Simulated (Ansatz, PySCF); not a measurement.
H5O4Si, SMILES O[Si](O)(O)[OH2+], charge +1. Atoms are numbered in the order given.

```xyz
10

O      0.4276    -0.3295     1.5970
Si     0.1974    -0.0466     0.0355
O      0.0562    -1.2709    -1.0006
O      0.8997     1.3123    -0.4538
O     -1.5683     0.4111    -0.1461
H      0.2519    -1.1644     2.0461
H      0.7793    -1.7100    -1.4628
H      1.5939     1.7586     0.0462
H     -1.8630     1.3328    -0.0411
H     -2.0709    -0.0392    -0.8497
```
Charge +1, spin multiplicity 1.

Geometry: PBE0-D3(BJ)/def2-SVP. The isomer is the one that the SMILES or the coordinates give; other isomers of the formula were not compared. One conformer was computed; it need not be the lowest.

Two levels are set side by side: PBE-D3(BJ)/def2-SVP (Ansatz, a first-principles code) and PBE0-D3(BJ)/def2-SVP (Ansatz). Each level has its own optimised geometry; the coordinates shown are those of the second. Frequencies come from the Hessian of PySCF at each geometry. Differences are taken from unrounded values.

```
quantity                            PBE0-D3(BJ)
----------------------------------  -----------
mean bond length (Å)                      1.277
bond O1–Si2 (Å)                           1.604
bond Si2–O3 (Å)                           1.610
bond Si2–O4 (Å)                           1.606
bond Si2–O5 (Å)                           1.833
bond O1–H6 (Å)                            0.964
bond O3–H7 (Å)                            0.964
bond O4–H8 (Å)                            0.965
bond O5–H9 (Å)                            0.973
bond O5–H10 (Å)                           0.975
highest harmonic wavenumber (cm⁻¹)         3920
mean harmonic wavenumber (cm⁻¹)            1261
zero-point energy (kcal/mol)              43.25
```

Task: What does PBE-D3(BJ) give, and how far is it from PBE0-D3(BJ)? (The exact figures need the calculation; the answer reports its results.)

Result: 
```csv
quantity,PBE-D3(BJ),PBE-D3(BJ) minus PBE0-D3(BJ)
mean bond length (Å),1.292,0.015
bond O1–Si2 (Å),1.621,0.018
bond Si2–O3 (Å),1.629,0.019
bond Si2–O4 (Å),1.624,0.018
bond Si2–O5 (Å),1.858,0.025
bond O1–H6 (Å),0.975,0.011
bond O3–H7 (Å),0.975,0.011
bond O4–H8 (Å),0.976,0.011
bond O5–H9 (Å),0.984,0.011
bond O5–H10 (Å),0.986,0.011
highest harmonic wavenumber (cm⁻¹),3763,-157
mean harmonic wavenumber (cm⁻¹),1220,-41
zero-point energy (kcal/mol),41.85,-1.40
```

GGA bonds tend to be longer and softer than those of functionals with exact exchange. Differences between two approximate levels are no errors against the true value.
